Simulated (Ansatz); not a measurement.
Bond stretch in SMILES [SiH3]N (H5NSi). The Si1–N5 bond (Si1 also carries H, H, H; N5 carries H, H) is pulled apart rigidly from the PBE0/def2-TZVP optimised geometry.

Calculation: CCSD(T) on UHF/cc-pVTZ, frozen core (Ansatz, an electronic-structure program).

Relative to R = 1.72 Å, what are the energies at R = 2.64, 3.86, 4.22, 6.09 Å?

3.496 eV at 2.64 Å, 4.516 eV at 3.86 Å, 4.519 eV at 4.22 Å, 4.535 eV at 6.09 Å.

The unrestricted determinant behind UCCSD(T) is spin-contaminated at 2.64 to 6.09 Å (<S²> up to 1.0, against 0.00 for a pure singlet).
